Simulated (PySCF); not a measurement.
BFGeH4O, SMILES O[B](F)[GeH3].

Coordinates come from a r2SCAN-D4/def2-SVP optimisation. One conformer was computed; it need not be the lowest.

Computed with PySCF with M06-2X/def2-TZVP.

Symmetry labels are those of the subgroup Cs that the program uses (full group Cs).

**Question.** List the valence orbital energies around the gap with their symmetry. (An estimate is asked for; the answer gives what the named calculation found.)

**Answer.** 
```
orbital  symmetry  energy (eV)
-------  --------  -----------
HOMO−7         A'       -16.80
HOMO−6         A'       -15.43
HOMO−5         A"       -15.37
HOMO−4         A'       -13.06
HOMO−3         A"       -12.51
HOMO−2         A"       -10.67
HOMO−1         A'       -10.67
HOMO           A'        -9.86
LUMO           A"         0.43
LUMO+1         A'         1.17
LUMO+2         A'         1.93
LUMO+3         A'         2.23
```
